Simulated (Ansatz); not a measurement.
Cartesian coordinates in Å:
```
C 0.051 -0.928 -1.606
O 0.824 -0.301 -0.593
W 0.405 0.757 0.853
O 1.956 0.813 1.540
O -0.332 -0.079 2.360
F 0.227 2.571 0.543
F -1.471 0.667 0.255
H -0.989 -0.606 -1.555
H 0.122 -2.008 -1.468
H 0.487 -0.657 -2.569
H -1.279 -0.230 2.237
```

The species carries charge 0 and has multiplicity 1. W takes the def2 core potential.

Question: List the CAM-B3LYP/def2-TZVPP orbital energies in eV (Ansatz 0.2.0). (An estimate is asked.)

Answer: The calculation gave: Occupied: -674.20, -672.47, -524.26, -523.91, -523.35, -280.96, -87.20, -50.31, -50.27, -50.21, -34.47, -33.03, -30.82, -30.15, -27.66, -21.68, -17.05, -16.36, -16.05, -15.81, -15.38, -15.21, -14.77, -14.54, -13.85, -12.94, -12.81, -12.36, -12.10, -11.79, -11.66, -11.30, -10.99. Lowest empty: -1.32, -1.04, -0.13, 0.17, 0.59, 2.15, 2.49, 3.18.
